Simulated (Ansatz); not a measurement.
`C[SiH](C)[AlH2]`, relaxed with RKS PBE-D4/def2-SVP in the Gaussian-basis code of Ansatz from a rough embedded geometry. The force threshold is 0.03 eV/Å; the program also tests the step.

Charge 0, multiplicity 1.

Start:

```xyz
13

C     1.581    0.703   -0.249
Si    0.155   -0.390   -0.425
C    -0.238   -1.093    1.225
Al   -1.702    0.798   -1.162
H     1.882    1.154   -1.269
H     1.400    1.578    0.444
H     2.491    0.164    0.139
H     0.479   -1.494   -1.314
H     0.590   -1.641    1.656
H    -0.513   -0.264    1.965
H    -1.147   -1.758    1.158
H    -2.994    0.000   -1.643
H    -1.986    2.242   -0.526
```

How much energy does the relaxation release, and in how many steps? (Best estimate.)

The calculation gave: 47.78 kJ/mol, in 18 steps.

Which bonds change most? (Best estimate.)

Computed: Si2–Al4 from 2.324 to 2.469 Å; C1–Si2 from 1.805 to 1.904 Å; Si2–C3 from 1.837 to 1.906 Å; Si2–H8 from 1.454 to 1.519 Å.

Give the relaxed structure. (An estimate is asked.)

Computed: 
```xyz
13

C     1.629    0.812   -0.142
Si    0.115   -0.325   -0.337
C    -0.201   -1.274    1.286
Al   -1.890    0.875   -1.134
H     1.859    1.337   -1.091
H     1.452    1.583    0.636
H     2.525    0.227    0.155
H     0.447   -1.354   -1.404
H     0.696   -1.862    1.571
H    -0.431   -0.579    2.118
H    -1.053   -1.976    1.181
H    -3.349    0.198   -1.038
H    -1.798    2.338   -1.802
```
